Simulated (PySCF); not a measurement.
**PrH₃: from structure and modes to constants**

Level of theory: PBE0/[Pr lcecp-1-TZVP with ECP48, H def2-TZVP], scalar-relativistic core potentials, density fitting, no spin–orbit coupling, PySCF.

The valence singlet (4f shell in the core) minimum has C3v symmetry. Masses (u): Pr 140.90765, H 1.00782.

```xyz
4
charge 0 multiplicity 1, angstrom
Pr    0.0000    0.0000   -0.0134
H     1.9754    0.0000    0.6223
H    -0.9877    1.7108    0.6223
H    -0.9877   -1.7108    0.6223
```

Harmonic wavenumbers (cm⁻¹): 313.4 (a1, ×1), 521.2 (e, ×2), 1380.6 (e, ×2), 1447.4 (a1, ×1).

(1) What is the harmonic zero-point energy?

(2) Give the standard entropy (298.15 K, 1 bar) by its translational, rotational, vibrational and spin parts, and Cp.

## Answers

(1) Half the sum of all 6 wavenumbers, 5564/2 = 2782 cm⁻¹, which is 33.3 kJ/mol (1 cm⁻¹ = 0.0119627 kJ/mol).

(2) Sackur–Tetrode with M = 143.93 u gives 170.8; rotation with symmetry number 3 gives 65.9; vibration 10.9; spin R ln 1 = 0.0. The total is 247.7 J/(mol K), and Cp = 4 R + 18.3 = 51.5 J/(mol K).

Only a few start shapes were tried, so a lower isomer may exist. The 4f shell sits in the core potential, so its spin is not counted.
